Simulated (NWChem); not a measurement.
Species: BeHSF; SMILES [F][Be][SH]

```xyz
4

Be     0.0011    -0.6276     0.0000
F     -0.0627    -2.0023     0.0000
S      0.1291     1.2782     0.0000
H     -1.2136     1.4497     0.0000
```
Atoms are numbered in this order, from 1.

Computed with NWChem. Geometry optimised at B3LYP/6-31G*; all other runs use it. Pople sets run with spherical d functions. Vzz has the sign of the potential's second derivative.

```tsv
quantity	level	value
Vzz Be1 (a.u.)	PBE0/6-31G*	___
vertical, lowest excitation, singlet (eV)	B3LYP/def2-SVPD, TDA	___
anisotropy (bohr³), static	PBE0/aug-cc-pVDZ	10.1
dipole (D)	BP86/6-31G*	0.97
highest harmonic frequency (cm⁻¹)	B3LYP/6-31G*	2661
```

Question: Some entries are withheld; supply them.

Answer: 
- Vzz Be1 (a.u.), value: -0.165
- vertical, lowest excitation, singlet (eV), value: 5.70
